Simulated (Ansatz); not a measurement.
A correction line for wB97M-V/def2-TZVPP: vertical ionisation energy

The vertical ionisation energy (cation less neutral) in eV of 8 molecular compounds of Ti: x at wB97M-V/def2-TZVPP, y at CCSD(T)/def2-TZVPP. Shapes, held fixed at every level: PBE0-D4/def2-TZVP. Flexible molecules stand in one conformer, not always the lowest. Programs: Ansatz 0.2.0.

| molecule | x (eV) | y (eV) |
| --- | --- | --- |
| C2H8ClNO2Ti (SMILES C[NH][Ti]([OH])([Cl])[O]C) | 8.88 | 8.84 |
| CH9N3OTi (SMILES C[O][Ti]([NH2])([NH2])[NH2]) | 8.91 | 8.80 |
| Ti(NH2)4 | 8.98 | 8.91 |
| Se(CH3)(TiCl3) | 9.17 | 9.19 |
| CH3ClF2STi (SMILES C[S][Ti]([F])([F])[Cl]) | 9.85 | 9.83 |
| Ti(NH2)(OH)2Cl | 10.02 | 9.92 |
| C3H10O4Ti (SMILES CC(C)[O][Ti]([OH])([OH])[OH]) | 10.12 | ? |
| C2H5F3OTi (SMILES CC[O][Ti]([F])([F])[F]) | 11.46 | 11.65 |

Task: Fit y = c + s·x to the known rows and predict y for C3H10O4Ti.

Result: 
1. Means of the 7 rows: x = 9.6100, y = 9.591.
2. Σ(Δx)² = 5.2616, Σ(Δx·Δy) = 5.7088, so the slope is 5.7088/5.2616 = 1.085.
3. Intercept: 9.591 − (1.085) × 9.6100 = -0.836. The largest residual of the fit is 0.12.
4. C3H10O4Ti: -0.836 + 1.085 × 10.12 = 10.14 eV.

CCSD(T)/def2-TZVPP gives 10.19 eV, so the prediction is off by -0.05 eV, within the largest residual. Uncorrected, wB97M-V/def2-TZVPP misses it by -0.07 eV, and the other rows by 0.08 on average. The line removes about 30 % of this miss. Left out in turn, the other rows are missed by 0.09 eV on average, worse than no correction. Cations run unrestricted. Relativity is left out for Se. Outer-core shells of Se, Ti are correlated, in sets that cover them unevenly.
